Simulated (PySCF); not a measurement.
C10H7N3, SMILES C1C=C2N3C(=CC=CC3=NC=C2)N=1. Heavy atoms are numbered as in [CH:1]1=[CH:12][C:11]2=[N:10][CH:9]=[CH:8][C:7]3=[CH:6][CH:5]=[N:4][C:3](=[CH:2]1)[N:13]32. Hydrogens are named by the atom that carries them.

Coordinates come from a PBE-D3(BJ)/def2-SVP optimisation.

All values below come from PBE/def2-SVP (PySCF).

ESP charges are fitted to the potential on shells at 1.4 to 2.0 van der Waals radii. Atomic charges (e), one atom of each kind:

```json
[
 {"atom": "C1 (CH)", "meta-Löwdin": "-0.07", "ESP fit": "0.28", "Löwdin": "0.01"},
 {"atom": "C2 (CH)", "meta-Löwdin": "-0.17", "ESP fit": "-0.73", "Löwdin": "?"},
 {"atom": "C3", "meta-Löwdin": "0.19", "ESP fit": "0.97", "Löwdin": "0.06"},
 {"atom": "N4", "meta-Löwdin": "-0.29", "ESP fit": "-0.75", "Löwdin": "?"},
 {"atom": "C5 (CH)", "meta-Löwdin": "0.04", "ESP fit": "0.49", "Löwdin": "0.04"},
 {"atom": "C6 (CH)", "meta-Löwdin": "-0.21", "ESP fit": "-0.82", "Löwdin": "?"},
 {"atom": "C7", "meta-Löwdin": "0.13", "ESP fit": "0.91", "Löwdin": "0.07"},
 {"atom": "N13", "meta-Löwdin": "0.01", "ESP fit": "-0.70", "Löwdin": "?"},
 {"atom": "H on C1", "meta-Löwdin": "0.12", "ESP fit": "0.10", "Löwdin": "0.04"},
 {"atom": "H on C2", "meta-Löwdin": "0.13", "ESP fit": "0.24", "Löwdin": "?"},
 {"atom": "H on C5", "meta-Löwdin": "0.11", "ESP fit": "0.06", "Löwdin": "?"},
 {"atom": "H on C6", "meta-Löwdin": "0.12", "ESP fit": "0.24", "Löwdin": "0.04"}
]
```

Q: Complete the blanks. (An estimate is asked for; the answer gives what the named calculation found.)

A: 
- C2 (CH), Löwdin: -0.08
- N4, Löwdin: -0.13
- C6 (CH), Löwdin: -0.12
- N13, Löwdin: 0.10
- H on C2, Löwdin: 0.04
- H on C5, Löwdin: 0.03

Computed Mayer and Wiberg (Löwdin basis) orders of the bonds:
| bond | Mayer | Wiberg |
|---|---|---|
| C1–C2 | 1.35 | 1.46 |
| C2–C3 | 1.32 | 1.36 |
| C3–N4 | 1.46 | 1.48 |
| N4–C5 | 1.50 | 1.59 |
| C5–C6 | 1.37 | 1.47 |
| C6–C7 | 1.30 | 1.33 |
| C7–C8 | 1.30 | 1.33 |
| C8–C9 | 1.37 | 1.47 |
| C9–N10 | 1.50 | 1.59 |
| N10–C11 | 1.46 | 1.48 |
| C1–C12 | 1.35 | 1.46 |
| C11–C12 | 1.32 | 1.36 |
| C3–N13 | 1.07 | 1.17 |
| C7–N13 | 1.12 | 1.20 |
| C11–N13 | 1.07 | 1.17 |
